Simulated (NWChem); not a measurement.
All runs are NWChem calculations. System: HBF2O, charge 1, spin multiplicity 2, at the geometry of a parent with another charge or spin, in a state set for the comparison that need not be this species' ground state. Its SCF solution wasn't tested for a lower state.

Input file:

```
start mol
memory heap 200 mb stack 900 mb global 1100 mb
charge 1
geometry units angstroms nocenter noautoz
  B      0.012231     0.018913     0.000000
  F     -1.323821    -0.082662     0.000000
  F      0.553194     1.233646     0.000000
  O      0.820149    -1.069133     0.000000
  H      0.313295    -1.900352     0.000000
  symmetry group Cs
end
basis spherical
  * library sto-3g
end
dft
  xc xpbe96 cpbe96
  odft
  mult 2
  semidirect memsize 60000000 filesize 0
  iterations 100
end
task dft energy
```

The output up to the point where the run's verdict is printed (cleaned and shortened):

```
             Northwest Computational Chemistry Package (NWChem) 7.3.0
             --------------------------------------------------------

                                NWChem Input Module
                                -------------------

 Scaling coordinates for geometry "geometry" by  1.889725989
 (inverse scale =  0.529177249)

 Turning off AUTOSYM since
 SYMMETRY directive was detected!

                             Geometry "geometry" -> ""
                             -------------------------

 Output coordinates in angstroms (scale by  1.889725989 to convert to a.u.)

  No.       Tag          Charge          X              Y              Z
 ---- ---------------- ---------- -------------- -------------- --------------
    1 B                    5.0000     0.01223100     0.01891300     0.00000000
    2 F                    9.0000    -1.32382100    -0.08266200     0.00000000
    3 F                    9.0000     0.55319400     1.23364600     0.00000000
    4 O                    8.0000     0.82014900    -1.06913300     0.00000000
    5 H                    1.0000     0.31329500    -1.90035200     0.00000000

 Effective nuclear repulsion energy (a.u.)     111.7479801666

            Nuclear Dipole moment (a.u.)
            ----------------------------
        X                 Y               Z
 ---------------- ---------------- ----------------
    -0.0000018897     0.0000094486     0.0000000000

      Symmetry information
      --------------------

 Group name             Cs
 Group number              2
 Group order               2
 No. of unique centers     5

      Symmetry unique atoms

     1    2    3    4    5


 Summary of "ao basis" -> "" (spherical)
 ------------------------------------------------------------------------------
       Tag                 Description            Shells   Functions and Types
 ---------------- ------------------------------  ------  ---------------------
 *                           sto-3g                   on all atoms

  pbe96 is a nonlocal functional; adding pw91lda local functional.

                                 NWChem DFT Module
[...]
 d= 0,ls=0.5,diis    75   -295.5901198122  4.25D-04  3.55D-04  7.70D-03     5.5
                                                     1.84D-03  1.06D-02
 d= 0,ls=0.5,diis    76   -295.5902442792 -1.24D-04  4.65D-04  7.75D-03     5.6
                                                     1.84D-03  1.11D-02
 d= 0,ls=0.5,diis    77   -295.5909403091 -6.96D-04  3.11D-04  7.14D-03     5.6
                                                     1.86D-03  1.06D-02
 d= 0,ls=0.5,diis    78   -295.5914302199 -4.90D-04  1.37D-04  6.98D-03     5.7
                                                     1.94D-03  1.06D-02
 d= 0,ls=0.5,diis    79   -295.5914159361  1.43D-05  1.17D-04  7.59D-03     5.8
                                                     2.00D-03  1.15D-02
 d= 0,ls=0.5,diis    80   -295.5913916494  2.43D-05  9.05D-05  8.24D-03     5.9
                                                     2.04D-03  1.25D-02
 d= 0,ls=0.5,diis    81   -295.5912934240  9.82D-05  4.20D-05  9.00D-03     5.9
                                                     2.10D-03  1.35D-02
 d= 0,ls=0.5,diis    82   -295.5909429921  3.50D-04  3.20D-04  1.01D-02     6.0
                                                     2.08D-03  1.50D-02
 d= 0,ls=0.5,diis    83   -295.5917303753 -7.87D-04  4.09D-04  9.69D-03     6.1
                                                     2.06D-03  1.45D-02
 d= 0,ls=0.5,diis    84   -295.5930111102 -1.28D-03  2.35D-04  8.71D-03     6.1
                                                     2.05D-03  1.31D-02
 d= 0,ls=0.5,diis    85   -295.5937321278 -7.21D-04  5.61D-04  8.57D-03     6.2
                                                     1.98D-03  1.27D-02
 d= 0,ls=0.5,diis    86   -295.5956105729 -1.88D-03  5.65D-04  6.89D-03     6.3
                                                     1.86D-03  1.03D-02
 d= 0,ls=0.5,diis    87   -295.5973945111 -1.78D-03  1.12D-03  5.34D-03     6.4
                                                     1.81D-03  8.13D-03
 d= 0,ls=0.5,diis    88   -295.5998946521 -2.50D-03  3.57D-04  2.78D-03     6.4
                                                     1.50D-03  4.75D-03
 d= 0,ls=0.5,diis    89   -295.6010115215 -1.12D-03  3.18D-04  2.05D-03     6.5
                                                     1.35D-03  3.57D-03
 d= 0,ls=0.5,diis    90   -295.6018476665 -8.36D-04  4.03D-04  1.56D-03     6.6
                                                     1.20D-03  2.75D-03
 d= 0,ls=0.5,diis    91   -295.6025274571 -6.80D-04  4.41D-04  1.14D-03     6.6
                                                     1.10D-03  2.09D-03
 d= 0,ls=0.5,diis    92   -295.6031123185 -5.85D-04  2.29D-04  7.80D-04     6.7
                                                     9.56D-04  1.49D-03
 d= 0,ls=0.5,diis    93   -295.6035182851 -4.06D-04  1.44D-04  5.81D-04     6.8
                                                     8.56D-04  1.12D-03
 d= 0,ls=0.5,diis    94   -295.6038371316 -3.19D-04  1.61D-04  4.33D-04     6.9
                                                     7.40D-04  8.37D-04
 d= 0,ls=0.5,diis    95   -295.6040530049 -2.16D-04  1.34D-04  3.58D-04     6.9
                                                     6.60D-04  6.78D-04
 d= 0,ls=0.5,diis    96   -295.6042276130 -1.75D-04  8.40D-05  2.94D-04     7.0
                                                     5.84D-04  5.49D-04
 d= 0,ls=0.5,diis    97   -295.6043683605 -1.41D-04  7.28D-05  2.39D-04     7.1
                                                     5.17D-04  4.42D-04
 d= 0,ls=0.5,diis    98   -295.6044731791 -1.05D-04  4.58D-05  2.03D-04     7.1
                                                     4.63D-04  3.75D-04
 d= 0,ls=0.5,diis    99   -295.6045626006 -8.94D-05  8.11D-05  1.68D-04     7.2
                                                     4.04D-04  3.11D-04
 d= 0,ls=0.5,diis   100   -295.6046196260 -5.70D-05  5.96D-05  1.60D-04     7.3
                                                     3.57D-04  2.84D-04
```

The run did not converge; its last values are not results. The next line reads: Calculation failed to converge. NWChem stopped with the message: dft energy failed.
